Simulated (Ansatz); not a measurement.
Consider the substitution at a C–C bond: `CC(C)[O][Zn][Cl]` + `[AlH2][SH]` → `C[S][AlH2]` + `CC[O][Zn][Cl]`.

Computed with Ansatz on PBE0-D4/def2-TZVP structures; ΔE is electronic, products minus reactants. CBS: MP2 limit from def2 TZ/QZ plus the TZ coupled-cluster correction, frozen cores. This one scheme is used for every species. DFT in def2-TZVPP. B3LYP here is the variant with VWN-RPA as its local correlation; programs differ in this. For Zn outer-core shells are correlated without core-valence functions, which leaves a few kJ/mol of doubt a bond. Scalar relativity is left out up to krypton. One conformer a species, not always the lowest.

Is it downhill or uphill in electronic energy at CCSD(T)/CBS, and by how much? (Best estimate.)

The calculation gave: Uphill: ΔE = +42.1 kJ/mol.

What do these levels give: LDA (SPW92), revPBE-D4, B3LYP-D4, CAM-B3LYP-D4, PBE-QIDH, BLYP, r2SCAN, HF/def2-SVP, MP2/def2-SVP, CCSD/def2-SVP, HF/def2-QZVPP, HF/CBS(def2)? (An estimate is asked.)

Computed: LDA (SPW92) 48.0, revPBE-D4 37.4, B3LYP-D4 37.3, CAM-B3LYP-D4 40.7, PBE-QIDH 40.7, BLYP 28.6, r2SCAN 41.5, HF/def2-SVP 44.8, MP2/def2-SVP 56.6, CCSD/def2-SVP 55.5, HF/def2-QZVPP 33.7, HF/CBS(def2) 33.5 kJ/mol.

Largest T1 diagnostic among the species: 0.015.

From BLYP to BHLYP (50 % exact exchange), in def2-TZVPP and without D4, ΔE moves by +7.1 kJ/mol. Leaving LDA and LC-ωPBE aside and taking each functional with its dispersion term where it has one, the values, not all of them listed here, spread over 9.0 kJ/mol, from BLYP-D4 to B97M-V. LDA lies +14.4 kJ/mol from PBE without D4. At CCSD(T), def2-SVP lies +14.7 kJ/mol from the extrapolated value and def2-TZVPP +2.7 kJ/mol.
